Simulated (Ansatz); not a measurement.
Species: CH6BO3, net charge 1, singlet state. It need not be the lowest isomer of its formula. 
Coordinates optimised at B3LYP-D3(BJ)/def2-TZVP (Ansatz, a program for electronic structure):
```xyz
11

C      1.8880     0.6684    -0.0131
O      0.7610    -0.2152     0.4091
B     -0.6367    -0.1755    -0.0382
O     -1.3359    -1.1303     0.5713
O     -0.8568     0.7880    -0.9271
H      2.2425     1.1751     0.8783
H      2.6393     0.0281    -0.4632
H      1.4583     1.3575    -0.7294
H      0.9812    -0.9012     1.0607
H     -2.2757    -1.2491     0.3949
H     -1.7367     0.9173    -1.2979
```
Charge +1, spin multiplicity 1.

Basis-set convergence of Hartree-Fock and CCSD correlation energies (hartree) with Ansatz. Correlated levels leave the core frozen unless marked. No spin-orbit coupling. No relativistic terms.

| basis | functions | E(HF) | E(corr, CCSD) |
|---|---|---|---|
| cc-pVDZ | 100 | -290.55188 | -0.80998 |
| cc-pVTZ | 234 | -290.65081 | -1.00253 |
| cc-pVQZ | 455 | -290.67264 | -1.06686 |

Extrapolating the two largest sets (X = 3 and 4) as X^-3: E(corr) = (64·(-1.06686) - 27·(-1.00253))/37 = -1.1138 Eh, an estimate of the basis-set limit. The largest set recovers 95.8 % of it, the smallest 72.7 %.
